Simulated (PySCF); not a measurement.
SMILES C#CC#CN(C)C, C$_{6}$H$_{7}$N

Molfile (atoms numbered from 1):
```
C6H7N
     RDKit          3D

 14 13  0  0  0  0  0  0  0  0999 V2000
    4.1747    0.5362   -0.4268 C   0  0  0  0  0  0  0  0  0  0  0  0
    2.9862    0.3891   -0.2858 C   0  0  0  0  0  0  0  0  0  0  0  0
    1.6510    0.2230   -0.1344 C   0  0  0  0  0  0  0  0  0  0  0  0
    0.4545    0.0716   -0.0179 C   0  0  0  0  0  0  0  0  0  0  0  0
   -0.8466   -0.0819    0.2114 N   0  0  0  0  0  0  0  0  0  0  0  0
   -1.3992   -1.4072    0.0503 C   0  0  0  0  0  0  0  0  0  0  0  0
   -1.7234    1.0027   -0.1669 C   0  0  0  0  0  0  0  0  0  0  0  0
    5.2077    0.6645   -0.5444 H   0  0  0  0  0  0  0  0  0  0  0  0
   -2.3034   -1.4884    0.6568 H   0  0  0  0  0  0  0  0  0  0  0  0
   -1.6594   -1.6272   -0.9944 H   0  0  0  0  0  0  0  0  0  0  0  0
   -0.6758   -2.1452    0.3923 H   0  0  0  0  0  0  0  0  0  0  0  0
   -1.2277    1.9532    0.0229 H   0  0  0  0  0  0  0  0  0  0  0  0
   -2.6312    0.9494    0.4374 H   0  0  0  0  0  0  0  0  0  0  0  0
   -2.0082    0.9597   -1.2274 H   0  0  0  0  0  0  0  0  0  0  0  0
  1  2  3  0
  2  3  1  0
  3  4  3  0
  4  5  1  0
  5  6  1  0
  5  7  1  0
  1  8  1  0
  6  9  1  0
  6 10  1  0
  6 11  1  0
  7 12  1  0
  7 13  1  0
  7 14  1  0
M  END
```

Computed, not measured: PySCF 2.14.0, quadratic response PBE0/def2-SVPD first hyperpolarisability, Taylor convention, gas phase. Geometry: GFN2-xTB.

Problem. What is the first hyperpolarisability, and how does it disperse?

Solution. In 10⁻³⁰ esu, Taylor convention; the vector part is βᵢ = ⅓ Σⱼ (βᵢⱼⱼ + βⱼᵢⱼ + βⱼⱼᵢ); β∥ is 3/5 of the vector part along the dipole, the dipole points from − to +:
```tsv
process	λ (nm)	β vector norm	β∥	β HRS	depolarisation ratio
static β(0;0,0)	∞	4.34	2.28	2.00	3.73
second harmonic β(−2ω;ω,ω)	1550	4.77	2.50	2.20	3.74
Pockels β(−ω;ω,0)	1550	4.48	2.35	–	–
second harmonic β(−2ω;ω,ω)	1064	5.34	2.79	2.46	3.75
Pockels β(−ω;ω,0)	1064	4.64	2.43	–	–
second harmonic β(−2ω;ω,ω)	694.3	7.49	3.89	3.48	3.77
Pockels β(−ω;ω,0)	694.3	5.09	2.66	–	–
```

Problem. Which lowest excitations, dipole and polarisabilities go with it?

Solution. S1 3.88 eV (f = 0.000); S2 4.80 eV (f = 0.045); S3 5.40 eV (f = 0.020); dipole 2.95 D; isotropic α 90.5 au static, 91.2 au at 1550 nm, 91.9 au at 1064 nm, 93.1 au at 775 nm, 93.8 au at 694.3 nm, 96.4 au at 532 nm, 107.1 au at 347.1 nm.
